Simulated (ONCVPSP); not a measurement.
## Reading a pseudo-wave (phosphorus)

Columns: radius, all-electron u(r) and pseudo u(r) of the 2p shell (level -129.53 eV) of phosphorus in the configuration [He] 2s2 2p6 3s2 3p2.5; LDA (Perdew-Wang 92), scalar-relativistic, ONCV scheme, ONCVPSP 4.0.1.

| r (bohr) | all-electron | pseudo |
| --- | --- | --- |
| 0.050 | 0.1870 | 0.0808 |
| 0.100 | 0.5263 | 0.3024 |
| 0.150 | 0.8489 | 0.6092 |
| 0.200 | 1.0977 | 0.9310 |
| 0.250 | 1.2624 | 1.2039 |
| 0.300 | 1.3510 | 1.3857 |
| 0.350 | 1.3795 | 1.4668 |
| 0.400 | 1.3623 | 1.4594 |
| 0.450 | 1.3136 | 1.3927 |
| 0.500 | 1.2436 | 1.2945 |
| 0.550 | 1.1610 | 1.1869 |
| 0.600 | 1.0718 | 1.0816 |
| 0.650 | 0.9806 | 0.9829 |
| 0.700 | 0.8905 | 0.8905 |
| 0.750 | 0.8036 | 0.8034 |
| 0.800 | 0.7214 | 0.7212 |
| 0.850 | 0.6447 | 0.6446 |
| 0.900 | 0.5740 | 0.5739 |
| 0.950 | 0.5094 | 0.5093 |
| 1.000 | 0.4508 | 0.4507 |
| 1.050 | 0.3979 | 0.3978 |
| 1.100 | 0.3505 | 0.3504 |
| 1.150 | 0.3081 | 0.3081 |
| 1.200 | 0.2704 | 0.2704 |
| 1.250 | 0.2369 | 0.2369 |
| 1.300 | 0.2073 | 0.2073 |

Task: How many radial nodes do the two functions have?

Result: The all-electron 2p function has n − l − 1 = 0; the pseudo-wave has 0.

Task: At about which radius was the pseudo-wave matched?

Result: 0.75 bohr, where the columns begin to agree (steps of 0.05 bohr).

Task: Where does each function peak?

Result: Outermost all-electron maximum near 0.35 bohr, pseudo maximum near 0.35 bohr (to the table’s step).

Task: Is the pseudo-wave norm-conserving?

Result: Yes: the ONCV scheme keeps the norm inside the radius equal to the all-electron one, which fixes the energy derivative of the logarithmic derivative at the level.
